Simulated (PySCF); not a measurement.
In(H)(Et)(OH) (C₂H₇InO), SMILES C[CH2][InH][OH]. Geometry: PBE-D3(BJ)/def2-SVP. The structure was generated by enumeration; whether it is a known compound was not checked. The def2 effective core potentials stand for the cores of In; spin–orbit coupling is left out. One conformer was computed; it need not be the lowest.

**Question.** Give the equilibrium geometry at PBE-D3(BJ)/def2-SVP (PySCF confirms it by a frequency run) as a Z-matrix, and its point group. (Estimate from the structure and the level; the computed values follow.)

**Answer.** This is not unique; one that fits is point group Cs.
```
C
H 1 1.1103
H 1 1.1103 2 106.24
C 1 1.5294 2 111.86 3 -122.32
H 4 1.1100 1 112.11 2 -60.30
H 4 1.1100 5 106.98 1 123.29
H 4 1.1120 5 106.77 6 114.02
In 1 2.1928 2 106.73 3 113.61
H 8 1.7329 1 138.40 2 -56.64
O 8 2.0408 9 109.43 1 180.00
H 10 0.9765 8 110.09 9 180.00
```
